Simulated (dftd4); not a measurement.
C5H14O2Si, charge +1, doublet, geometry from GFN2-xTB (a state made from the parent by changing its charge; the spin is typed, not shown lowest); D4 for revpbe run with dftd4.

Here is a job for dftd4.
```
$ dftd4 mol.xyz --func revpbe --charge 1 --json dftd4.json --noedisp --property

# file mol.xyz
22

Si    -0.07034007    -0.46692107     0.40875854
C     -0.61302602    -1.95038314    -0.74377707
O     -1.00321190     0.79676918     0.12855976
C     -2.28898493     1.30687439     0.36180109
C     -3.12653104     0.46283763     1.29526504
O      1.45794344    -0.20060105     0.04953381
C      2.35617708     0.69367005    -0.53632477
C      3.44830266    -0.03606383    -1.28996880
H     -0.01774519    -0.97938541     1.77322163
H     -0.72023187    -1.57524031    -1.75604878
H     -1.55496523    -2.34817324    -0.38814646
H      0.15417414    -2.71270128    -0.70155497
H     -2.15230730     2.31711684     0.76924125
H     -2.77826170     1.41322442    -0.61508112
H     -3.29201733    -0.52752380     0.87706454
H     -4.08968189     0.93967479     1.45101689
H     -2.63094844     0.35364887     2.25806251
H      1.81687508     1.39740034    -1.18153583
H      2.80029083     1.28413498     0.27996857
H      3.02431077    -0.59883476    -2.11962525
H      4.16673149     0.67926440    -1.67821299
H      3.96505903    -0.73666629    -0.63771100
```

What does dftd4 print? Leave out banner, timings and long lists.


```
                    ____  _____ _____     ____  _  _
      -------------|  _ \|  ___|_   _|---|  _ \| || |------------
     |             | | | | |_    | | ___ | | | | || |_           |
     |             | |_| |  _|   | ||___|| |_| |__   _|          |
     |             |____/|_|     |_|     |____/   |_|            |
     |             ===================================           |
     |            E. Caldeweyher, S. Ehlert & S. Grimme          |
     |          Mulliken Center for Theoretical Chemistry        |
     |                    University of Bonn                     |
      -----------------------------------------------------------

Rational (Becke-Johnson) damping: revpbe-D4-ATM
---------------------
  s6         1.0000
  s8         1.7468
  s9         1.0000
  a1         0.5363
  a2         3.0726
 alp        16.0000
--------------------

Atomic data, radii in Ångström:
------------------------------------------------------
   Z          R(cov)      r4/r2   hardness         EN
------------------------------------------------------
  14 Si       1.3867     2.5839     0.3054     1.9000
   6 C        1.0000     1.6431     0.4220     2.5500
   8 O        0.8400     1.3725     0.5869     3.4400
   1 H        0.4267     1.0622     0.4726     2.2000
------------------------------------------------------

Atomic reference systems (in atomic units):
----------------------------------------------------------------------------
   Z        #      CN     q+Z       C6(AA)   #      CN     q+Z       C6(AA)
----------------------------------------------------------------------------
  14 Si     1  0.0000 14.0000     321.4498   2  0.8915 14.0165     270.4983
            3  1.8234 13.9936     236.2774   4  2.8003 13.9692     228.3542
            5  3.6668 13.9341     158.2713
   6 C      1  0.0000  6.0000      49.3833   2  0.9189  5.8288      52.1688
            3  1.9079  5.8579      35.6972   4  2.8312  5.7775      35.8445
            5  3.7487  5.7435      28.6317   6  2.9183  5.8956      32.2504
            7  0.8556  6.2103      25.6194
   8 O      1  0.0000  8.0000      15.5711   2  0.8042  7.6453      20.8489
            3  1.6112  7.4012      24.8631   4  0.9798  8.0000      14.9880
   1 H      1  0.0000  1.0000       7.6362   2  0.8942  1.0000       3.0374
----------------------------------------------------------------------------

Atomic properties (in atomic units):
----------------------------------------------------------------------------
     #    Z              CN          q      C6(AA)        C8(AA)   alpha(0)
----------------------------------------------------------------------------
     1   14 Si       3.3608     0.3210    155.5850    11128.4702    23.9584
     2    6 C        3.6396    -0.2101     27.9655      808.8114     7.6874
     3    8 O        1.6212    -0.3466     19.7088      397.7339     6.0041
     4    6 C        3.6931    -0.0144     23.4813      679.1188     7.0130
     5    6 C        3.7509    -0.1875     27.1037      783.8869     7.5134
     6    8 O        1.6220    -0.3450     19.6797      397.1468     5.9997
     7    6 C        3.6912    -0.0042     23.2843      673.4232     6.9844
     8    6 C        3.7510    -0.1728     26.7591      773.9206     7.4655
     9    1 H        0.9196     0.1008      1.7787       21.5021     2.0859
    10    1 H        0.9251     0.1452      1.4244       17.2181     1.8663
    11    1 H        0.9254     0.1322      1.5184       18.3554     1.9270
    12    1 H        0.9254     0.1437      1.4349       17.3457     1.8732
    13    1 H        0.9235     0.1506      1.3878       16.7764     1.8423
    14    1 H        0.9235     0.1456      1.4218       17.1867     1.8647
    15    1 H        0.9248     0.1327      1.5146       18.3096     1.9246
    16    1 H        0.9250     0.1406      1.4567       17.6093     1.8874
    17    1 H        0.9247     0.1399      1.4621       17.6743     1.8909
    18    1 H        0.9237     0.1446      1.4289       17.2736     1.8694
    19    1 H        0.9231     0.1485      1.4018       16.9455     1.8516
    20    1 H        0.9247     0.1445      1.4296       17.2810     1.8698
    21    1 H        0.9250     0.1394      1.4654       17.7146     1.8931
    22    1 H        0.9248     0.1513      1.3831       16.7190     1.8391
----------------------------------------------------------------------------

Molecular properties (in atomic units):
----------------------------------------
 molecular C6                3993.0486
 molecular C8              113975.6034
----------------------------------------

Dispersion energy:      -4.9620947867698E-02 Eh

[Info] JSON dump of results written to 'dftd4.json'
```
